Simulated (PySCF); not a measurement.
A PySCF script (with the pyscf-properties extension) for the NMR shieldings of SMILES COc1cccs1, C₅H₆OS, on a PBE0-D3(BJ)/def2-TZVP geometry:

```python
import basis_set_exchange as bse
import numpy as np
from pyscf import gto, dft
from pyscf.prop import nmr

atoms = """
C     2.417240    0.199025    0.228375
O     1.440324   -0.364409   -0.617735
C     0.158585   -0.173397   -0.276064
C    -0.915233   -0.661692   -0.962074
C    -2.142289   -0.288958   -0.360672
C    -1.990292    0.468792    0.758541
S    -0.333916    0.743860    1.107320
H     2.325856    1.290271    0.260503
H     2.334113   -0.200968    1.244733
H     3.383915   -0.072369   -0.191038
H    -0.813408   -1.258810   -1.857074
H    -3.109845   -0.577362   -0.749980
H    -2.748261    0.880208    1.405796
"""
names = dict.fromkeys(["C", "O", "S", "H"], "pcSseg-2")
basis = {el: gto.basis.parse(bse.get_basis(n, elements=[el], fmt="nwchem")) for el, n in names.items()}
mol = gto.M(atom=atoms, basis=basis, charge=0, verbose=0)
mf = dft.RKS(mol, xc="HYB_GGA_XC_WB97X_D")
mf.grids.level = 2
mf.grids.alignment = dft.numint.BLKSIZE   # the property module wants whole blocks of grid points
mf.conv_tol = 1e-9
mf.kernel()

calc = nmr.RKS(mf)   # GIAO
C = mf.mo_coeff
Co = C[:, mf.mo_occ > 0]
resp = mf.gen_response(singlet=True, hermi=2)
def vind(x):   # induced exchange potential for any number of trial vectors
    d = np.einsum("pi,xij,qj->xpq", C, 2 * x.reshape(-1, C.shape[1], Co.shape[1]), Co, optimize=True)
    return np.einsum("xpq,pi,qj->xij", resp(d - d.transpose(0, 2, 1)), C, Co, optimize=True).ravel()
mo1, _ = nmr.rhf.solve_mo1(calc, with_cphf=vind)
sigma = calc.kernel(mo1)
for i, s in enumerate(sigma):   # ppm
    print("%2d %-2s %9.2f" % (i, mol.atom_pure_symbol(i), np.trace(s) / 3))
```

Question: What does it print?

Answer: 
```
 0 C     124.86
 1 O     237.29
 2 C       3.48
 3 C      73.86
 4 C      48.93
 5 C      66.91
 6 S     314.36
 7 H      27.91
 8 H      27.94
 9 H      27.59
10 H      25.11
11 H      24.51
12 H      25.08
```

These numbers come from an equivalent density-fitted implementation of the same equations, which agrees with the script to about 0.01 ppm for H and up to a few tenths of a ppm for heavy atoms, so last digits may differ.

Question: Turn these shieldings into chemical shifts. Referencing at the same level of theory: TMS for 13C (σref 186.29), 1H (σref 31.63); 17O (σref 328.24) vs H2O; 33S (σref 510.68) vs CS2.

Answer: Averaging equivalent atoms: C 2: 182.8; C 4: 137.4; C 5: 119.4; C 3: 112.4; C 0: 61.4; O 1: 90.9; S 6: 196; H 11: 7.13; H 12: 6.55; H 10: 6.52; H 7/8/9: 3.82 ppm. Experimental scales use liquid or dissolved standards, which lie at an offset from isolated H2O (liquid H2O: subtract about 36 ppm).

Size and cost of the density-fitted run: 343 basis functions, 72 s wall time on 1 thread of an Arm Neoverse V1, shared host; peak memory 1.6 GiB.
